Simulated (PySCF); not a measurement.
Correlation energy of Sr (strontium, neutral)

[Kr] 4d2, high-spin 3F determinant (an excited configuration). All numbers are calculated (PySCF 2.14, scalar relativity by spin-free X2C-1e, in x2c-TZVPPall with one added diffuse shell each of s, p, d, f type (9s7p7d3f1g, 95 functions)). Frozen: [Ar] 3d10; 10 electrons correlated.

```
  level  correlation energy (mhartree)
   CCSD                        -220.48
    (T)                          -6.37
CCSD(T)                        -226.85
```

Diagnostics: T1 = 0.017, D1 = 0.0533, largest double amplitude 0.068.

Cost of the coupled-cluster step: of the order of 30 core-seconds, for 10 correlated electrons.

This basis was not built for core-valence correlation, so the inner-shell part is incomplete.
